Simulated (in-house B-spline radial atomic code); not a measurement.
Values are calculated unless marked as measured or tabulated.
# Softness against transferability: the 4s channel of V

V, [Ar] 3d3 4s2, non-relativistic LDA (VWN5), spherical and spin-unpolarised, from a B-spline radial code for spherical atoms (atomic units). The all-electron 4s level is ε = -0.175969 hartree, its outermost node lies just inside 1.20 bohr and its outer maximum at 2.77 bohr.

Troullier-Martins pseudo-orbitals are made for several radii. The cutoffs (hartree) are the plane-wave energies beyond which the orbital holds less than the named kinetic energy per electron. The phase error is the difference, pseudo minus all-electron, of arctan(R P'/P) at R = 3.9 bohr for all radii, half a hartree below and above the level.

```json
{"r_c (bohr)": "2.08", "V_l(0) (hartree)": "-0.84", "cutoff for 10 mEh": "1.92", "for 1 mEh": "7.84", "for 0.1 mEh": "17.8", "phase error at ε − 0.5 (mrad)": "-0.5", "at ε + 0.5 (mrad)": "-19.2"}
{"r_c (bohr)": "2.41", "V_l(0) (hartree)": "1.10", "cutoff for 10 mEh": "1.77", "for 1 mEh": "4.62", "for 0.1 mEh": "8.32", "phase error at ε − 0.5 (mrad)": "-0.4", "at ε + 0.5 (mrad)": "-10.2"}
{"r_c (bohr)": "2.77", "V_l(0) (hartree)": "1.02", "cutoff for 10 mEh": "1.77", "for 1 mEh": "3.48", "for 0.1 mEh": "8", "phase error at ε − 0.5 (mrad)": "-0.4", "at ε + 0.5 (mrad)": "-11.4"}
{"r_c (bohr)": "3.13", "V_l(0) (hartree)": "0.54", "cutoff for 10 mEh": "1.55", "for 1 mEh": "2.88", "for 0.1 mEh": "6.92", "phase error at ε − 0.5 (mrad)": "-0.7", "at ε + 0.5 (mrad)": "-22.0"}
{"r_c (bohr)": "3.49", "V_l(0) (hartree)": "0.20", "cutoff for 10 mEh": "1.22", "for 1 mEh": "2.42", "for 0.1 mEh": "5.64", "phase error at ε − 0.5 (mrad)": "-1.5", "at ε + 0.5 (mrad)": "-46.6"}
{"r_c (bohr)": "3.6", "V_l(0) (hartree)": "0.13", "cutoff for 10 mEh": "1.1", "for 1 mEh": "2.25", "for 0.1 mEh": "5.38", "phase error at ε − 0.5 (mrad)": "-2.0", "at ε + 0.5 (mrad)": "-57.8"}
```

(1) Which radius needs the lowest cutoff for 0.1 mEh while both phase errors stay within 22.1 mrad?

(2) What does the larger radius buy, and what does it cost?

Results:

(1) The radii within that limit are 2.08, 2.41, 2.77, 3.13 bohr; of these r_c = 3.13 needs the least, 6.92 hartree, that is 13.8 Ry or 188 eV.

(2) From r_c = 2.08 to 3.6 bohr the cutoff for 1 mEh goes from 7.84 to 2.25 hartree, a factor of 3.48, against 3.00 for a pure 1/r_c² scaling, end to end; step by step it is 7.84, 4.62, 3.48, 2.88, 2.42, 2.25, and for 0.1 mEh 17.8, 8.32, 8, 6.92, 5.64, 5.38; the number of plane waves goes as the cutoff to the power 3/2, here a factor of 6.5. The larger of the two phase errors is least at r_c = 2.41 bohr, 10.2 mrad; it is 19.2 at the smallest radius and 57.8 at the largest. These errors test the reference atom alone. The smallest radius lies well inside the outer maximum, where the nodeless form must bend sharply to keep the norm, so it is both harder and scatters less well than the next. Large radii also let the cores of neighbours overlap, which an atom doesn't show.
